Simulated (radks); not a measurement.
Valence configurations of Ru (all share [Kr]). All-electron calculation, Dirac Kohn-Sham, BLYP, spin-unpolarised, spherical densities, finite nucleus; open shells are shared between the two j in proportion to 2j + 1; Fermi nuclear charge, rms radius 4.4809 fm. Program: a radial shooting solver on a logarithmic mesh with Libxc functionals. Energies are relative to 4d7 5s1; eigenvalues in eV.

valence          E (eV)  e(4d3/2)  e(4d5/2)  e(5p1/2)  e(5p3/2)  e(5s1/2)
4d7.5 5s0.5      -0.260    -4.230    -3.922         -         -    -3.839
4d8              -0.221    -3.302    -3.009         -         -         -
4d7 5s1           0.000    -5.284    -4.962         -         -    -4.242
4d6 5s2           1.590    -7.710    -7.358         -         -    -5.118
4d7 5s0.5 5p0.5   1.699    -6.102    -5.777    -1.424    -1.308    -4.829
4d7 5p1           3.481    -6.822    -6.495    -1.772    -1.642         -
4d6 5s1 5p1       5.537    -9.193    -8.836    -2.139    -1.971    -6.119
4d6.5 5p1.5       6.280    -8.619    -8.274    -2.252    -2.090         -
4d5 5s2 5p1       9.285   -11.883   -11.495    -2.554    -2.344    -6.975
4d5 5s1 5p2      13.964   -13.126   -12.735    -3.119    -2.883    -7.755

NIST lists [Kr] 4d7 5s1 as the ground configuration; this level of theory puts 4d7.5 5s0.5 lower, by 0.260 eV. The energies are those of spherical spin-averaged densities, not of single terms.
